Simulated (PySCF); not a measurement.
# Computed structure and properties of DyOF

System: DyOF (singlet in the valence; each metal's 4f electrons, 9 of them, lie in its core potential, out of spins and levels); start: template (Cs). Method: PySCF 2.14.0, RKS PBE0, Dy lcecp-1-SVP with ECP55, O def2-SVP, F def2-SVP; non-relativistic Hamiltonian with scalar-relativistic core potentials where named; density fitting; no spin-orbit coupling.

Input of the relaxation:

```python
mol = gto.M(atom='''
Dy     0.04906     0.00000    -0.14093
O      1.70226     0.00000     0.59887
F     -1.85644     0.00000     0.71187''',
    basis={'Dy': 'lcecp-1-SVP', 'O': 'def2-SVP', 'F': 'def2-SVP'},
    ecp={'Dy': 'lcecp-1-SVP'},
    charge=0, spin=0)
mf = dft.RKS(mol, xc='PBE0')
mf.grids.atom_grid = (50, 194)  # f atoms: unpruned, at least (60, 302)
mf = mf.density_fit()  # fitting sets: Dy AutoAux, O def2-universal-JKFIT, F def2-universal-JKFIT
mf.conv_tol = 1e-08; mf.max_cycle = 55
mf.kernel(dm0)  # dm0: converged density of the start geometry
# quasi-Newton relaxation in Cartesian coordinates to a largest gradient under 0.00045 Eh/bohr, steps kept in the point group
```

Run from Python with OMP_NUM_THREADS=2; the lines above give its settings. Where DIIS fails, smearing, a level shift and second-order steps follow.
It took 8.6 s on 2 threads of Arm Neoverse V1 (shared host), from the converged density of the start.

Course of the relaxation:

| step | energy above end (eV) | largest force component within the symmetry (eV/Å) |
| --- | --- | --- |
| 0 | 0.1868 | 1.151 |
| 1 | 0.0929 | 0.558 |
| 2 | 0.0277 | 0.983 |
| 3 | 0.0081 | 0.532 |
| 4 | 0.0002 | 0.100 |
| 5 | 0.0000 | 0.025 |
| 6 | 0.0000 | 0.001 |

Relaxed geometry (Cs):

```xyz
3

Dy    0.0288    0.0000   -0.3311
O     1.5280    0.0000    0.7097
F    -1.6620    0.0000    0.7911
```

```json
{"contact": "Dy1–O2 (O)", "Å": "1.825"}
{"contact": "Dy1–F3 (F)", "Å": "2.029"}
```

On the finer grid (75, 302):

```json
{
  "HOMO": "-6.63 eV",
  "LUMO": "-2.40 eV",
  "Dipole about the centre of mass": "7.59 D",
  "Set of Mulliken populations of Dy1 outside the core potential": "s 2.13, p 6.23, d 1.64, f 0.09",
  "D3(BJ) dispersion energy (not in the energies)": "-0.028 eV"
}
```

| atom | Mulliken (e) | Löwdin (e) | spin (e) |
| --- | --- | --- | --- |
| Dy1 | 0.90 | 0.70 | 0.00 |
| O2 | -0.45 | -0.38 | 0.00 |
| F3 | -0.45 | -0.32 | 0.00 |

The 4f levels lie in the core potential and are missing. Their spin isn't counted.

On the grid (50, 194), as all that follows. Harmonic modes: a minimum; lowest 180 cm⁻¹ (negative: unstable), highest 833 cm⁻¹, zero-point energy 0.097 eV.

Rigid scan of O along the line from its metal:

```tsv
distance to O2 (Å)	energy (eV)
1.53	2.646
1.63	1.007
1.73	0.217
1.83	0.000
1.93	0.160
2.03	0.557
2.13	1.095
2.28	2.027
```

Taking off one F (charge -1, singlet; the rest: singlet) in vacuum, both parts rigid, costs 10.82 eV; the small basis without counterpoise inflates it. Most of it is the attraction of opposite charges; other ways to part are cheaper, and one spin state was tried for the rest.

Rigid scan of F along the line from its metal:

distance to F3 (Å), energy (eV) and a bar:
```
     1.73      1.386 ##########
     1.83      0.522 ####
     1.93      0.111 #
     2.03      0.000 
     2.13      0.084 #
     2.23      0.292 ##
     2.43      0.897 ######
     2.73      1.935 #############
     3.13      3.180 ######################
     3.63      4.320 ##############################
```

One start shape was tried, so this needn't be the lowest isomer.

An lcecp potential fixes the number of 4f electrons, so in runs with it no electron can move into or out of that shell.
